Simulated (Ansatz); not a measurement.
Two members of one family (Tetramethylammonium salts), computed with Ansatz in the gas phase. A negative affinity means that the extra electron isn't bound at that geometry and level; within about 0.2 eV of zero the sign isn't settled. Binding counts from free atoms in the multiplicity of their measured ground term, without zero-point energy. Sets without diffuse functions give affinities that are too small. A dash marks a value that wasn't run or was left out as unsound. The structures are stationary points that may keep the symmetry of their start. Remarks come from the PBE and PBE0 runs and from stability tests at other levels; not every state was tested. A HOMO above zero means that the electron is unbound at that level and held by the basis, or that self-interaction error raises the level; the energy of removing that electron tells which. HOMO above LUMO (over both spins in singlets and doublets, within one spin in higher multiplets; at PBE or PBE0), or a gap under 0.15 eV within one spin, warns that the state may not be the lowest or that an electron is smeared out.

First: tetramethylammonium tetracyanoborate (singlet, charge 0, PBE-D4/def2-SVP geometry).

```tsv
atom	x (Å)	y (Å)	z (Å)
C1	1.770	0.392	-2.279
N2	0.749	0.613	-1.205
C3	0.535	2.085	-0.979
C4	1.240	-0.012	0.079
C5	-0.560	-0.011	-1.624
H6	2.726	0.854	-1.973
H7	1.907	-0.696	-2.420
H8	1.413	0.850	-3.219
H9	0.210	2.547	-1.930
H10	-0.253	2.201	-0.208
H11	1.484	2.537	-0.642
H12	1.273	-1.108	-0.041
H13	2.241	0.393	0.309
H14	0.540	0.249	0.889
H15	-0.451	-1.109	-1.655
H16	-0.836	0.400	-2.612
H17	-1.323	0.255	-0.871
N18	-3.515	-2.124	3.997
C19	-2.653	-1.738	3.305
B20	-1.494	-1.214	2.361
C21	-0.076	-1.093	3.092
N22	1.011	-0.951	3.510
C23	-1.800	0.246	1.757
N24	-1.869	1.281	1.207
C25	-1.266	-2.144	1.073
N26	-1.003	-2.705	0.076
```

```tsv
level	HOMO (eV)	LUMO (eV)	gap (eV)	vertical IE (eV)	vertical EA (eV)	vertical triplet (eV)	binding per atom (eV)
PBE-D4/def2-SVP	-7.11	-1.40	5.70	9.94	-0.47	5.99	4.76
PBE-D4/def2-TZVP	-7.39	-1.70	5.69	–	–	–	4.71
r2SCAN-D4/def2-TZVP	-7.71	-1.44	6.27	–	–	–	4.53
PBE0-D4/def2-SVP	-8.61	-0.49	8.12	10.68	-0.83	6.09	4.62
PBE0-D4/def2-TZVP	-8.80	-0.80	8.00	–	–	–	4.57
```

Remarks: gap within one spin near zero at PBE or PBE0 (+1 doublet), HOMO above zero (-1 doublet), gap within one spin near zero at PBE or PBE0 (triplet).

Second: tetramethylammonium benzoate (singlet, charge 0, PBE-D4/def2-SVP geometry).

Cartesian coordinates in Å:
```
C 4.276 0.184 0.760
N 2.804 0.124 0.512
C 2.323 -1.305 0.543
C 2.476 0.696 -0.846
C 2.070 0.912 1.568
H 4.803 -0.399 -0.018
H 4.605 1.238 0.725
H 4.491 -0.241 1.758
H 2.442 -1.695 1.571
H 1.256 -1.284 0.204
H 2.940 -1.893 -0.163
H 2.702 1.778 -0.836
H 3.101 0.181 -1.598
H 1.391 0.478 -1.024
H 2.430 1.957 1.524
H 2.314 0.473 2.552
H 0.955 0.859 1.363
O -0.806 0.760 1.012
C -1.073 0.070 -0.012
O -0.229 -0.530 -0.763
C -2.540 -0.069 -0.394
C -3.537 0.563 0.375
C -4.889 0.438 0.026
C -5.258 -0.320 -1.099
C -4.268 -0.954 -1.872
C -2.917 -0.828 -1.519
H -3.210 1.146 1.249
H -5.664 0.935 0.631
H -6.320 -0.418 -1.374
H -4.556 -1.548 -2.754
H -2.115 -1.308 -2.099
```

**Question.** Estimate how these quantities change from the first to the second (second minus first).

**Answer.** 
| level | Δ HOMO (eV) | Δ LUMO (eV) | Δ gap (eV) | Δ vertical IE (eV) | Δ vertical EA (eV) | Δ vertical triplet (eV) | Δ binding per atom (eV) |
| --- | --- | --- | --- | --- | --- | --- | --- |
| PBE-D4/def2-SVP | 2.99 | 0.75 | -2.24 | -2.72 | -0.62 | -2.13 | -0.08 |
| PBE-D4/def2-TZVP | 2.96 | 0.83 | -2.14 | – | – | – | -0.10 |
| r2SCAN-D4/def2-TZVP | 2.99 | 0.74 | -2.26 | – | – | – | -0.04 |
| PBE0-D4/def2-SVP | 2.82 | 0.68 | -2.13 | -2.96 | -0.63 | -2.10 | -0.05 |
| PBE0-D4/def2-TZVP | 2.76 | 0.75 | -2.01 | – | – | – | -0.06 |

Remarks: gap within one spin near zero at PBE or PBE0 (+1 doublet), HOMO above zero (-1 doublet), gap within one spin near zero at PBE or PBE0 (-1 doublet), gap within one spin near zero at PBE or PBE0 (triplet).
